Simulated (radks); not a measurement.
The numbers below are computed, except where a source is named.
Task: Valence configurations of Ni I (all share [Ar]). Level of theory: scalar-relativistic Kohn-Sham, PBEsol, spin-polarised, spherical densities, point nucleus; open shells are filled with parallel spins first (a radial shooting solver on a logarithmic mesh with Libxc functionals). Order these by energy: 3d8 4s2; 3d8 4s1 4p1; 3d8 4p2; 3d8 4s0.5 4p1.5; 3d7 4s2 4p1; 3d7.5 4s1.5 4p1; 3d6 4s2 4p2; 3d6 4s1 4p3; 3d7 4s0.5 4p2.5; 3d8 4s1.5 4p0.5.

Result: From the lowest, in eV above it: 3d8 4s2 0.000; 3d8 4s1.5 4p0.5 1.952; 3d8 4s1 4p1 3.554; 3d7.5 4s1.5 4p1 5.808; 3d8 4s0.5 4p1.5 6.060; 3d8 4p2 8.607; 3d7 4s2 4p1 8.828; 3d7 4s0.5 4p2.5 15.390; 3d6 4s2 4p2 22.630; 3d6 4s1 4p3 26.155. NIST lists [Ar] 3d8 4s2 as the ground configuration; this level of theory agrees among the configurations tried. The energies are those of spherical high-spin densities, not of single terms.
